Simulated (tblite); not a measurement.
Species: C₃H₁₀ClPSi₂.
Numbering: `[CH2:1]=[C:2]([CH3:3])[SiH2:4][PH:5][SiH2:6][Cl:7]` (hydrogens: H8, H9 on C1; H10, H11, H12 on C3; H13, H14 on Si4; H15 on P5; H16, H17 on Si6)

Structure optimised with GFN2-xTB, isolated species.

**Question.** What internal coordinates does the optimisation give?

**Answer.** 
| bond | length (Å) |
| --- | --- |
| C1=C2 | 1.326 |
| C2–C3 | 1.497 |
| C2–Si4 | 1.888 |
| Si4–P5 | 2.243 |
| P5–Si6 | 2.230 |
| Si6–Cl7 | 2.011 |
| C1–H8 | 1.080 |
| C1–H9 | 1.080 |
| C3–H10, C3–H11, C3–H12 | 1.088 |
| Si4–H13, Si4–H14 | 1.472 |
| P5–H15 | 1.379 |
| Si6–H16, Si6–H17 | 1.463 |

Bonds in one row agree within 0.01 Å and their mean is given. A selection of angles:
| angle | degrees |
| --- | --- |
| C2–C1–H8 | 122.5 |
| C2–C1–H9 | 121.5 |
| H8–C1–H9 | 116.0 |
| C1–C2–C3 | 121.9 |
| C1–C2–Si4 | 121.6 |
| C3–C2–Si4 | 116.5 |
| C2–C3–H10 | 111.4 |
| C2–C3–H11 | 110.0 |
| H10–C3–H11 | 109.0 |
| H11–C3–H12 | 107.4 |
| C2–Si4–P5 | 108.1 |
| C2–Si4–H13 | 110.0 |
| C2–Si4–H14 | 111.7 |
| P5–Si4–H13 | 112.8 |
| P5–Si4–H14 | 106.5 |
| H13–Si4–H14 | 107.7 |
| Si4–P5–Si6 | 102.3 |
| Si4–P5–H15 | 94.8 |
| Si6–P5–H15 | 93.8 |
| P5–Si6–Cl7 | 108.2 |
| P5–Si6–H16 | 115.0 |
| P5–Si6–H17 | 108.1 |
| Cl7–Si6–H16 | 107.3 |
| Cl7–Si6–H17 | 108.8 |
| H16–Si6–H17 | 109.4 |

Torsions: C1–C2–Si4–P5 -10° (synperiplanar); C2–Si4–P5–Si6 -84° (synclinal); Si4–P5–Si6–Cl7 78° (synclinal). The mirror-image conformer, all signs reversed, is as good.

Si4 (SiH2 silicon) is tetrahedral (angles from 106.5° to 112.8°). Of the pairs four or more bonds apart, P5···H9 is among the closest relative to their van der Waals radii: 2.81 Å, 94 % of the sum of Bondi's values. Si6 (chlorine-bound silicon) is distorted tetrahedral (angles from 107.3° to 115.0°). The 2 C–C bonds span 1.326 Å (C1=C2, drawn double) to 1.497 Å (C2–C3, drawn single), a spread of 0.171 Å. P5 (three-coordinate phosphorus) is pyramidal (angles 102.3°, 94.8° and 93.8°, sum 290.9°, 0.92 Å off the plane of its three neighbours).

Point group: C1 (no symmetry element, even within 0.4 Å). Its GFN2-xTB frequencies are all real (lowest 20 cm⁻¹). One conformer, not necessarily the lowest.

These are computed values.
